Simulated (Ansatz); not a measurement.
(H2In-mu-Cl)2 (In2H4Cl2). Total charge 0; singlet. Geometry PBE0-D4/def2-SVP, basis def2-TZVP, Ansatz.

Cartesian coordinates in Å:
```
In 1.135 -0.970 1.133
H 2.720 -0.340 1.061
H 0.257 -2.208 1.914
Cl -0.376 1.111 1.327
In -1.136 0.970 -1.133
H -0.265 2.210 -1.920
H -2.718 0.333 -1.053
Cl 0.383 -1.105 -1.330
```

| run | HOMO (eV) | LUMO (eV) |
| --- | --- | --- |
| A | -8.12 | -1.51 |
| B | -8.33 | -1.26 |
| C | -11.31 | 1.16 |
| D | -7.15 | -2.28 |
| E | -7.04 | -1.84 |
| F | -7.86 | -1.40 |

In the def2 sets In takes a core potential; there is no spin–orbit coupling. B3LYP takes the VWN-RPA correlation.

The runs used B3LYP, HF, LDA (SPW92), PBE0, r2SCANh, revPBE. Estimate which is which.

A B3LYP (20 % exact exchange); B PBE0 (25 % exact exchange); C HF (100 % exact exchange); D LDA (SPW92) (0 % exact exchange); E revPBE (0 % exact exchange); F r2SCANh (10 % exact exchange). Exact exchange lowers occupied and raises empty levels; among semilocal functionals meta-GGAs tend to open the gap a little, and such runs are hard to tell apart. The gap grows from 4.87 eV (LDA (SPW92)) to 12.47 eV (HF).
